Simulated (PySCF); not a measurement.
CaO, SMILES [O]=[Ca]. Geometry optimised at PBE0-D3(BJ)/def2-TZVPD.

Computed equilibrium geometry at PBE0-D3(BJ)/def2-TZVPD (PySCF confirms it by a frequency run) as bond lengths and angles, and its point group:
point group C∞v.
Atoms: Ca1 O2. Bond lengths (Å): Ca1–O2 1.807.
